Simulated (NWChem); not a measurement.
System: C$_{3}$H$_{3}$ cation

NWChem input:

```
start job
memory heap 200 mb stack 900 mb global 1100 mb
charge 1
geometry units angstroms noautoz
  C      0.000000     0.000000    -1.338576
  C      0.000000     0.000000    -0.103296
  C      0.000000     0.000000     1.244720
  H      0.000000     0.000000    -2.425890
  H      0.000000     0.946812     1.807867
  H      0.000000    -0.946812     1.807867
end
basis spherical
  * library def2-svp
end
dft
  xc xcamb88 1.00 lyp 1.0 hfexch 1.00
  cam 0.33 cam_alpha 0.0 cam_beta 1.0
  iterations 150
  mulliken
end
task dft energy
```

Structure relaxed at the PBE0/def2-SVP level.

Q: What results follow from this input? (LC-BLYP (range parameter 0.33 per bohr)/def2-SVP.) Quantities: energy (Ha); highest occupied level (eV); orbital gap (eV).

A: 
```json
{
  "energy (Ha)": "-115.25",
  "highest occupied level (eV)": "-17.78",
  "orbital gap (eV)": "8.75"
}
```
